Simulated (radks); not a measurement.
Results of a calculation; reference values are marked as such.
Species: Er II. Configuration: [Xe] 4f12 6s1. Level of theory: scalar-relativistic Kohn-Sham, PBEsol, spin-unpolarised, spherical densities, point nucleus (a radial shooting solver on a logarithmic mesh with Libxc functionals).

Unscreened Slater integrals over Kohn-Sham orbitals (hartree).

| integral | value |
|---|---|
| F0(6s,6s) | 0.24916 |
| F0(6s,4f) | 0.32449 |
| G3(6s,4f) | 0.012140 |
| F0(6s,5p) | 0.31036 |
| G1(6s,5p) | 0.024379 |
| F0(6s,5s) | 0.31551 |
| G0(6s,5s) | 0.012422 |
| F0(4f,4f) | 1.1522 |
| F2(4f,4f) | 0.53010 |
| F4(4f,4f) | 0.32944 |
| F6(4f,4f) | 0.23616 |
| F0(4f,5p) | 0.72303 |
| F2(4f,5p) | 0.24503 |
| G2(4f,5p) | 0.13432 |
| G4(4f,5p) | 0.10121 |
| F0(4f,5s) | 0.82598 |
| G3(4f,5s) | 0.15771 |
| F0(5p,5p) | 0.60415 |
| F2(5p,5p) | 0.32331 |
| F0(5p,5s) | 0.65279 |
| G1(5p,5s) | 0.43146 |
| F0(5s,5s) | 0.71840 |

Derived for the open shells (J is the average intra-shell exchange parameter used in DFT+U). 4f: F4/F2 = 0.621, F6/F2 = 0.445, J = (286 F2 + 195 F4 + 250 F6)/6435 = 0.04272 hartree.
